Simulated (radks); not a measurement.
Species: Pr II. Configuration: [Xe] 4f3 6s1. Calculated with a radial shooting solver on a logarithmic mesh with Libxc functionals: Dirac Kohn-Sham, PBE, spin-unpolarised, spherical densities, finite nucleus; open shells fill j = l - 1/2 first; Fermi nuclear charge, rms radius 4.8919 fm. Some entries of the table are withheld. Estimate them.

orbital  occ.  eigenvalue (hartree)  <r^2> (bohr^2)
1s1/2       2             -1535.391       0.0007896
2s1/2       2             -247.0756         0.01247
2p1/2       2                   (1)        0.009131
2p3/2       4                   (2)         0.01039
3s1/2       2             -53.46305         0.08466
3p1/2       2                   (3)         0.07961
3p3/2       4                   (4)         0.08705
3d3/2       4             -34.13468         0.07094
3d5/2       6             -33.37792         0.07304
4s1/2       2             -10.79200          0.4375
4p1/2       2              -8.63584          0.4666
4p3/2       4              -7.88067          0.5079
4d3/2       4              -4.34083          0.6050
4d5/2       6              -4.20840          0.6219
5s1/2       2              -1.64533           2.560
5p1/2       2              -1.07359           3.293
5p3/2       4              -0.97125           3.643
6s1/2       1              -0.29663           18.72
5d3/2       0              -0.27362             (5)
5d5/2       0              -0.26634             (6)
4f5/2       3                   (7)           1.914
4f7/2       0                   (8)           1.998
6p1/2       0              -0.19791             (9)
6p3/2       0              -0.18789            (10)

Answer. 
(1) 2p1/2 eigenvalue (hartree): -233.5330
(2) 2p3/2 eigenvalue (hartree): -215.8112
(3) 3p1/2 eigenvalue (hartree): -47.70132
(4) 3p3/2 eigenvalue (hartree): -44.19018
(5) 5d3/2 <r^2> (bohr^2): 9.808
(6) 5d5/2 <r^2> (bohr^2): 10.21
(7) 4f5/2 eigenvalue (hartree): -0.26162
(8) 4f7/2 eigenvalue (hartree): -0.24907
(9) 6p1/2 <r^2> (bohr^2): 28.26
(10) 6p3/2 <r^2> (bohr^2): 30.56
